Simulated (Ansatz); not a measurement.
Computed with PBE-D3(BJ)/def2-TZVP (Ansatz, a program for electronic structure). No frequencies were computed at this level.

Ansatz 0.2 input:
```yaml
crystal:
  periodic: [false, false, false]
  atoms:
    - { symbol: O, position_ang: [1.350281, 0.526088, 0.071957] }
    - { symbol: Sn, position_ang: [-0.507391, -0.012693, -0.056059] }
    - { symbol: H, position_ang: [2.003723, -0.145587, 0.252659] }
    - { symbol: H, position_ang: [-1.227473, 1.431492, -0.372751] }
    - { symbol: H, position_ang: [-0.965402, -0.682358, 1.399781] }
    - { symbol: H, position_ang: [-0.653738, -1.11694, -1.295587] }
basis:
  gaussian: { orbitals: def2-tzvp }
hamiltonian:
  xc: pbe
  dispersion: d3bj
relax:
  max_steps: 150
```

Output:

```
Functional definition: PBE
715 factors; their error is unknown
mean field evaluation 1: about -7934.1221 eV, gradient 6.7e1 eV
mean field evaluation 2: about -7818.2827 eV, gradient 1.9e2 eV
mean field evaluation 4: about -7941.4441 eV, gradient 1.3e1 eV
mean field evaluation 8: about -7941.7203 eV, gradient 2.1e-1 eV
mean field evaluation 16: about -7941.7135 eV, gradient 1.0e-4 eV
mean field -7941.71351830 eV, -291.8525887108 hartree, gradient 2.6e-5 eV, S^2 0.000000; 0 other end points of the search recorded, 0 dependent functions left out
reference -7941.71356656 eV, -291.8525904841 hartree; 17, 17 occupied and 88, 88 virtual orbitals, 715 factors
relax step   1: F+E_penalty+E_count = -7941.78929953 eV  Δ(F+E_penalty+E_count) = +0.000e0 eV  max|allowed force component| = 1.020e0 eV/Å  Δτ_max = 0.0000 Å  (26 SCF iters, accepted)
these checks for a lower state are left out or cut short: starts, cluster_reference, orbital_swaps, neighbouring_geometries, increment
715 factors; their error is unknown
mean field -7941.82917007 eV, -291.8568388351 hartree, gradient 2.3e-5 eV, S^2 0.000000; 0 other end points of the search recorded, 0 dependent functions left out
reference -7941.82921847 eV, -291.8568406136 hartree; 17, 17 occupied and 88, 88 virtual orbitals, 715 factors
relax step   2: F+E_penalty+E_count = -7941.90359741 eV  Δ(F+E_penalty+E_count) = -1.143e-1 eV  max|allowed force component| = 3.863e-1 eV/Å  Δτ_max = 0.0875 Å  (27 SCF iters, accepted)
these checks for a lower state are left out or cut short: starts, cluster_reference, orbital_swaps, neighbouring_geometries, increment
715 factors; their error is unknown
mean field evaluation 32: about -7941.8421 eV, gradient 1.9e-5 eV
mean field -7941.84205473 eV, -291.8573123374 hartree, gradient 1.9e-5 eV, S^2 0.000000; 0 other end points of the search recorded, 0 dependent functions left out
reference -7941.84210313 eV, -291.8573141159 hartree; 17, 17 occupied and 88, 88 virtual orbitals, 715 factors
relax step   3: F+E_penalty+E_count = -7941.91675726 eV  Δ(F+E_penalty+E_count) = -1.316e-2 eV  max|allowed force component| = 1.358e-1 eV/Å  Δτ_max = 0.0277 Å  (28 SCF iters, accepted)
these checks for a lower state are left out or cut short: starts, cluster_reference, orbital_swaps, neighbouring_geometries, increment
715 factors; their error is unknown
mean field -7941.84415654 eV, -291.8573895774 hartree, gradient 1.9e-5 eV, S^2 0.000000; 0 other end points of the search recorded, 0 dependent functions left out
reference -7941.84420484 eV, -291.8573913524 hartree; 17, 17 occupied and 88, 88 virtual orbitals, 715 factors
relax step   4: F+E_penalty+E_count = -7941.91898334 eV  Δ(F+E_penalty+E_count) = -2.226e-3 eV  max|allowed force component| = 4.944e-2 eV/Å  Δτ_max = 0.0320 Å  (28 SCF iters, accepted)
these checks for a lower state are left out or cut short: starts, cluster_reference, orbital_swaps, neighbouring_geometries, increment
715 factors; their error is unknown
mean field -7941.84422218 eV, -291.8573919897 hartree, gradient 1.9e-5 eV, S^2 0.000000; 0 other end points of the search recorded, 0 dependent functions left out
reference -7941.84427049 eV, -291.8573937650 hartree; 17, 17 occupied and 88, 88 virtual orbitals, 715 factors
relax step   5: F+E_penalty+E_count = -7941.91902654 eV  Δ(F+E_penalty+E_count) = -4.320e-5 eV  max|allowed force component| = 5.053e-3 eV/Å  Δτ_max = 0.0032 Å  (29 SCF iters, accepted)
715 factors; their error is unknown
mean field evaluation 64: about -7941.8442 eV, gradient 1.2e-4 eV
mean field -7941.84422218 eV, -291.8573919897 hartree, gradient 6.8e-5 eV, S^2 0.000000; 1 other end points of the search recorded, 0 dependent functions left out
reference -7941.84427049 eV, -291.8573937650 hartree; 17, 17 occupied and 88, 88 virtual orbitals, 715 factors
Total energy: -7941.91907485 eV, -291.8601427746 hartree
Atom 0 at     1.416789     0.565224     0.072630 Å, force    -0.003561    -0.005054     0.000341 eV/Å
Atom 1 at    -0.494824    -0.002216    -0.056453 Å, force    -0.004527     0.004726    -0.001648 eV/Å
Atom 2 at     1.993898    -0.193625     0.260244 Å, force     0.001529     0.001167     0.000083 eV/Å
Atom 3 at    -1.296352     1.472984    -0.387185 Å, force    -0.000279     0.005050    -0.000339 eV/Å
Atom 4 at    -0.970414    -0.696674     1.447879 Å, force     0.003397    -0.002730     0.000214 eV/Å
Atom 5 at    -0.649097    -1.145690    -1.337115 Å, force     0.003442    -0.003159     0.001350 eV/Å
Dipole moment:    -0.161301    -0.308807     0.030884 e Å
```

Cost: roughly 12 core-seconds.
